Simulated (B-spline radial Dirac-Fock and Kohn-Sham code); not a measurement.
Isotope-shift constants of the inner levels of As³⁺

System: As³⁺ in the configuration [Ar] 3d10 4s2.

The computed values come from a B-spline atomic structure program: first-order field-shift and mass-shift constants from Dirac-Fock ground and hole states with a Fermi nucleus; the mass shift has no relativistic recoil terms. A binding energy shifts by δE = F·δ⟨r²⟩ + (K_N + K_S)·δ(1/M); F is taken for a change of radius at fixed skin thickness and so holds the higher radial moments.

```
     level  F (meV/fm²)  K_N (meV u)  K_S (meV u)
    K (1s)       -10.11        -6549         2662
   L1 (2s)       -1.017       -869.1       -211.9
L2 (2p1/2)      0.08023       -772.5        879.8
L3 (2p3/2)      0.08666       -752.5        829.5
   M1 (3s)      -0.1530       -139.7       -73.81
M2 (3p1/2)      0.01734       -106.6        103.8
M3 (3p3/2)      0.01838       -103.7        92.09
M4 (3d3/2)      0.01391       -47.34        71.36
M5 (3d5/2)      0.01378       -46.94        70.46
```
